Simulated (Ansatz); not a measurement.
The cluster Al₂B₃. Charge 0, multiplicity 2. Geometry PBE0-D4/def2-SVP; atoms count from 1.

```xyz
5

B    -1.2790    0.6842    0.6625
B     1.2234   -0.6403   -0.6246
B    -0.0309    0.0257    0.0240
Al    2.9818   -1.5782   -1.5331
Al   -2.8954    1.5086    1.4711
```

The charge 0 doublet is spin-contaminated (final ⟨S²⟩ up to 1.36, 0.75 for a pure state). The geometry of the doublet was relaxed on an unsound state (⟨S²⟩ 1.77, where a pure state has 0.75). Another isomer (doublet) lies 2.13 eV lower at PBE0-D4/def2-TZVP; other spin states weren't run for this one.

Estimate the Mulliken populations from the PBE0/def2-TZVP orbitals of Ansatz.


| atom | charge (e) | spin (α − β) |
| --- | --- | --- |
| B1 | 0.01 | 0.58 |
| B2 | 0.04 | -0.20 |
| B3 | -0.34 | 0.29 |
| Al4 | 0.17 | 0.01 |
| Al5 | 0.12 | 0.32 |
Mulliken values and Mayer orders depend strongly on the basis.

Where does the spin sit?

Summed by element: B 0.67, Al 0.33, of 1 unpaired in all. Largest on single atoms: B1 0.58, Al5 0.32, B3 0.29.

And the Mayer bond orders between bonded heavy atoms (over 0.3)?

B1–B3 1.80 (1.55 Å); B1–Al5 0.80 (1.99 Å); B2–B3 1.87 (1.56 Å); B2–Al4 0.56 (2.19 Å). Values over 0.3 also appear between atoms too far apart for a bond (B1–B2 0.38 at 3.11 Å); they arise where an orbital or an unpaired electron spreads over both atoms.
